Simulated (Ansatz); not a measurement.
Isolated molecules relaxed with PBE0-D4/def2-TZVP in Ansatz; ΔE leaves out vibrations. CCSD(T)/CBS adds triple-zeta CCSD(T) − MP2 to the extrapolated MP2 energy (def2 sets, frozen cores). Functionals use def2-TZVPP. B3LYP here is the variant with VWN-RPA as its local correlation; programs differ in this. For Mg, Se outer-core shells are correlated without core-valence functions, which leaves a few kJ/mol of doubt a bond. Scalar relativity is left out up to krypton. One conformer a species, not always the lowest.

`C[S][Mg][F]` + `F[SiH](F)[SeH]` → `C[S][MgH]` + `F[Si](F)(F)[SeH]`  (redistribution)

`C[S][Mg][F]`:

```xyz
7

C    -0.150   -1.135    0.359
S    -0.361    0.492    1.165
Mg    0.209    1.976   -0.463
F     0.648    3.118   -1.716
H     0.881   -1.308    0.052
H    -0.414   -1.888    1.101
H    -0.813   -1.255   -0.498
```

`F[SiH](F)[SeH]`:

Cartesian coordinates in Å:
```
F -0.187 -1.065 1.338
Si 0.266 0.169 0.452
F 1.705 -0.210 -0.093
Se -1.176 0.544 -1.230
H 0.360 1.372 1.296
H -0.967 -0.810 -1.764
```

`C[S][MgH]`:

Cartesian coordinates in Å:
```
C -0.959 -0.351 -0.625
S -0.460 1.220 0.165
Mg 1.584 0.737 1.085
H -1.065 -1.156 0.101
H -0.263 -0.653 -1.407
H -1.932 -0.181 -1.086
H 3.096 0.384 1.767
```

`F[Si](F)(F)[SeH]`:

Cartesian coordinates in Å:
```
F -0.969 0.457 1.355
Si 0.076 -0.274 0.432
F 0.059 -1.808 0.783
F 1.485 0.309 0.820
Se -0.385 -0.074 -1.742
H -0.267 1.389 -1.649
```

```tsv
level	ΔE (kJ/mol)
BLYP-D4	33.4
PBE0-D4	25.8
B2PLYP	30.9
B3LYP	32.2
HF/def2-SVP	49.9
SCS-MP2/def2-TZVPP	29.1
CCSD(T)/def2-TZVPP	22.7
MP2/CBS(def2)	38.4
```

Question: What does CCSD(T)/CBS give? (An estimate is asked.)

Answer: Computed: +30.9 kJ/mol. The listed levels differ from it by 2.5, -5.1, 0.0, 1.3, 19.0, -1.8, -8.2, 7.5 kJ/mol.

Largest T1 diagnostic among the species: 0.011.

From BLYP to BHLYP (50 % exact exchange), in def2-TZVPP and without D4, ΔE moves by −13.1 kJ/mol. In def2-TZVPP, CCSD(T) changes the Hartree–Fock value by +6.9 kJ/mol (the triples alone add +0.3 kJ/mol) and MP2 by +14.5 kJ/mol.
